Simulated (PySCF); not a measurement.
**`C=CC[C@@H]1C(=C)[C@H]1Cl`, C7H9Cl**

Cartesian coordinates in Å; atom numbers follow the order of the lines, from 1:
```xyz
17

C     2.822   -0.012    0.568
C     1.986    0.032   -0.452
C     0.675    0.754   -0.439
C    -0.475   -0.225   -0.611
C    -1.785    0.020    0.005
C    -2.918    0.674    0.026
C    -0.943   -1.025    0.589
Cl   -1.389   -2.719    0.369
H     2.614    0.499    1.494
H     3.751   -0.553    0.521
H     2.216   -0.495   -1.369
H     0.554    1.298    0.500
H     0.642    1.474   -1.261
H    -0.474   -0.743   -1.564
H    -3.129    1.456   -0.684
H    -3.687    0.452    0.749
H    -0.467   -0.875    1.549
```

Theory: PySCF, GIAO B3LYP/pcSseg-1 magnetisability, rotational g tensor and spin-rotation constants, non-relativistic, gas phase. Geometry: GFN2-xTB.

Give the nuclear spin-rotation constants along the inertial axes (H = +C I·J) beside the isotropic shieldings.

Rotational constants 2.2297, 1.0996, 0.7967 GHz. A star marks the isotopologue with that one atom substituted, in its own axes.
```csv
atom,isotope,Caa (kHz),Cbb (kHz),Ccc (kHz),mean (kHz),σ (ppm)
Cl8,35Cl,0.506,0.187,0.206,0.300,777.6
H9,1H,-0.247,-0.094,0.053,-0.096,26.6
H10,1H,-0.091,0.013,-0.080,-0.052,26.6
H11,1H,-0.234,-0.086,0.057,-0.088,25.6
H12,1H,-0.255,-0.117,0.013,-0.119,30.7
H13,1H,-0.216,-0.022,-0.044,-0.094,28.9
H14,1H,-0.249,-0.121,0.017,-0.118,30.2
H15,1H,-0.221,0.042,-0.048,-0.075,25.9
H16,1H,0.036,-0.113,-0.025,-0.034,25.8
H17,1H,-0.195,-0.111,0.008,-0.100,28.8
C1,13C*,0.539,0.343,0.288,0.390,59.9
C2,13C*,0.570,0.377,0.345,0.431,35.1
C3,13C*,0.405,0.206,0.156,0.256,138.1
C4,13C*,0.422,0.181,0.128,0.244,149.3
C5,13C*,0.747,0.466,0.229,0.481,32.9
C6,13C*,0.641,0.360,0.210,0.404,68.0
C7,13C*,0.345,0.233,0.142,0.240,142.1
```
For the geometry as given, no vibrational averaging.

How do the rotational constants and the g tensor change when H9, H10, H11, H12, H13, H14, H15, H16, H17 are replaced by deuterium?

Constants 1.9401, 0.9732, 0.7174 GHz; g -0.0093, -0.0064, -0.0069, against -0.0090, -0.0079, -0.0076 before.
